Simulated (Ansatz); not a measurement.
Input for Ansatz (a quantum-chemistry and plane-wave program): R-B3LYP/def2-TZVPPD on GaH3 (SMILES [GaH3]) with ghost functions, monomers drawn apart or pushed together. Files ending in .json are basis or fitting sets from the Basis Set Exchange.

Ansatz 0.2 input:
```yaml
crystal:
  periodic: [false, false, false]
  atoms:
    - {symbol: Ga, position_ang: [0.71687756, 0.24025665, 0.98543529]}
    - {symbol: H, position_ang: [1.97811339, -0.69683151, 1.11975860]}
    - {symbol: H, position_ang: [-0.60866573, -0.37568660, 0.37690629]}
    - {symbol: H, position_ang: [0.90053443, 1.80568383, 0.93432873]}
basis:
  gaussian:
    orbitals: def2-TZVPPD.json
    ghost_atoms:
      - {symbol: C, position_ang: [-1.10715936, 0.95957906, 3.71420823]}
      - {symbol: O, position_ang: [-0.02694489, 0.09554986, 3.35246006]}
      - {symbol: C, position_ang: [-0.17100293, -1.22788386, 3.87403258]}
      - {symbol: H, position_ang: [-1.17685258, 1.02051110, 4.80225368]}
      - {symbol: H, position_ang: [-2.04842395, 0.58786513, 3.30050043]}
      - {symbol: H, position_ang: [-0.88288913, 1.93860271, 3.29999983]}
      - {symbol: H, position_ang: [-0.23164162, -1.18600333, 4.96351971]}
      - {symbol: H, position_ang: [0.71059432, -1.78603822, 3.57134243]}
      - {symbol: H, position_ang: [-1.06855686, -1.70250102, 3.46853466]}
hamiltonian:
  xc: {name: B3LYP}
scf: {lower_state_search: off}
```

Output:

```
WARN ansatz: RAYON_NUM_THREADS=1 ignored (pool sized by the plan → 1); use --threads N
Functional definition: B3LYP
these checks for a lower state are left out or cut short: stability, starts, cluster_reference, orbital_swaps, neighbouring_geometries, increment
integrals: 0.31 GiB planned
1402 factors; their error is unknown
mean field: 1.62 GiB planned
mean field evaluation 1: about -52426.5167 eV, gradient 2.6e1 eV
mean field evaluation 2: about -52426.5470 eV, gradient 3.4e1 eV
mean field evaluation 4: about -52427.3919 eV, gradient 3.2e-1 eV
mean field evaluation 8: about -52427.5226 eV, gradient 1.4e-1 eV
mean field -52427.52261897 eV, -1926.6759195961 hartree, gradient 5.4e-6 eV, S^2 0.000000; 0 other end points of the search recorded, 0 dependent functions left out
reference -52427.52287133 eV, -1926.6759288701 hartree; 17, 17 occupied and 304, 304 virtual orbitals, 1402 factors
Total energy: -52427.52287133 eV, -1926.6759288701 hartree
Checks for a lower state left out: stability, starts, cluster_reference, orbital_swaps, neighbouring_geometries, increment
```

The run converged.

Cost: very roughly 7 core-seconds.
